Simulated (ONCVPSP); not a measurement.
# Before and after: ONCV potential for Si

| Property | Result |
| --- | --- |
| Element | Si (Z = 14) |
| Generator | ONCVPSP 4.0.1 |
| Type | optimised norm-conserving Vanderbilt (ONCV) |
| Functional | LDA (Perdew-Zunger) |
| Relativity | scalar-relativistic |
| Frozen core | [Ne] |
| Valence charge | 4 |
| Reference configuration | 3s2 (charge +2) |
| Partial waves | 3s: rc 1.45 bohr, ncon 4, nbas 8, qcut 3.9 1/bohr, 1 projector; p scattering state at 0.42 Ha: rc 1.40 bohr, ncon 4, nbas 9, qcut 6.6 1/bohr, 1 projector; d scattering state at 0.03 Ha: rc 1.30 bohr, ncon 4, nbas 8, qcut 6.5 1/bohr, 2 projectors, debl 3.1 Ha |
| Local potential | polynomial inside 1.10 bohr (lpopt 5, dvloc0 3 Ha) |
| Core correction | Teter function, fcfact 2.25, rcfact 1.5 |

In the p channel the program set the typed energies aside and used 0.050 Ha.

All-electron outer shells of the reference configuration (LDA (Perdew-Zunger), scalar-relativistic, ld1.x):

```json
{"shell": "2p", "level (eV)": "-116.98", "outermost node (bohr)": "–", "outermost maximum (bohr)": "0.39"}
{"shell": "3s", "level (eV)": "-28.66", "outermost node (bohr)": "0.72", "outermost maximum (bohr)": "1.69"}
```

Change: s: qcut 3.3; p: qcut 5.5; d: qcut 5.4.

Cutoffs: the cutoffs (Ha) at which the residual kinetic energy of the hardest occupied pseudo-wave falls to 1 and 0.1 mHa per electron; they do not see the model core or the augmentation charge, which bear on the density cutoff. Errors are all-electron minus pseudo energies relative to the spin-unpolarised reference configuration.

Question: How do hardness, ghosts and transferability respond?

Answer: The potential gets harder (8.4 Ha and 30 Ha → 16 Ha and 49 Ha); the errors of the 4 common tests hardly move; neither file shows a bound ghost.

```tsv
quantity	base	changed
cutoff, loose	8.4 Ha	16 Ha
cutoff, tight	30 Ha	49 Ha
bound ghosts	none	none
GHOST(+) flags under 300 eV	s at 30.4 eV	s at 28.7 eV
error for 3s2 3p2, meV [ΔE -23.94 eV]	+275	+275
error for 3s2 3p1, meV [ΔE -16.11 eV]	+157	+155
error for 3s1, meV [ΔE 34.14 eV]	+22	+22
error for 3s2 3p1.5, meV [ΔE -20.98 eV]	+224	+222
s: phases at 1.47 bohr within 0.05 rad from the reference energy up to (Ha; the scan ends near 5)	-0.0	-0.1
p: phases at 1.43 bohr within 0.05 rad from the reference energy up to (Ha; the scan ends near 5)	2.1	2.2
d: phases at 1.32 bohr within 0.05 rad from the reference energy up to (Ha; the scan ends near 5)	to the end of the scan	to the end of the scan
rms error of d²Exc/dni dnj with the model core, mHa	2.47	2.37
```
